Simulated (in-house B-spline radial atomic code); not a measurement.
Configurations of the dysprosium ion Dy⁺, with energies counted from [Xe] 4f10 6s1. Computed with a radial B-spline atomic code at the basis-set limit: scalar-relativistic (X2C) HSE06, spin-polarised, spherical fractional occupations, Fermi nucleus of rms radius 5.2218 fm. Shells without spins written out take the highest spin.

Caution: exact exchange at fractional occupations of open shells leaves self-interaction of up to several eV.

Occupations are held fixed; configurations that lie above the ionisation limit could autoionise.

```csv
configuration,E - E(ref) (eV),highest orbital,its <r> (bohr)
"[Xe] 4f(5 up, 5 down) 6s(0 up, 1 down)",7.2526,6s down,3.725
"[Xe] 4f(6 up, 3 down) 6s(0 up, 1 down) 6d(1 up, 0 down)",16.263,6d up,6.981
[Kr] 4d10 4f10 5s2 5p5 5d1 6s1,25.311,5d up,2.579
[Kr] 4d10 4f10 5s2 5p5 5f1 6s1,34.019,5f up,8.077
"[Kr] 4d10 4f(4 up, 6 down) 5s2 5p(2 up, 3 down) 5f(1 up, 0 down) 6s(1 up, 0 down)",40.148,5f up,8.098
[Kr] 4d9 4f11 5s2 5p6 6s1,155.13,4f down,0.904
[Kr] 4d9 4f10 5s2 5p6 5f1 6s1,166.68,5f up,8.076
"[Kr] 4d(4 up, 5 down) 4f(7 up, 3 down) 5s2 5p6 6s(0 up, 1 down) 7d(1 up, 0 down)",172.93,7d up,12.63
```

Problem. Order these further configurations by energy, lowest first.
A. [Xe] 4f9 6s1 7s1
B. [Xe] 4f9 6s1 6p1
C. [Kr] 4d10 4f10 5s2 5p5 6s1 7s1
D. [Xe] 4f(5 up, 5 down) 6f(1 up, 0 down)
E. [Xe] 4f10 5d1

Solution. E (2.4744 eV), B (3.9108 eV), A (7.6024 eV), D (16.538 eV), C (31.736 eV).

Problem. How far above the reference does [Xe] 4f(7 up, 3 down) 6s(0 up, 1 down) lie?

Solution. 0.097459 eV; its least bound orbital is 4f down with <r> = 0.9506 bohr.

Problem. How far above the reference does [Kr] 4d10 4f10 5s2 5p5 6s1 7p1 lie?

Solution. 33.002 eV; its least bound orbital is 7p up with <r> = 8.768 bohr.

Problem. How far above the reference does [Kr] 4d10 4f10 5s2 5p5 6s1 6f1 lie?

Solution. 35.16 eV; its least bound orbital is 6f up with <r> = 13.86 bohr.
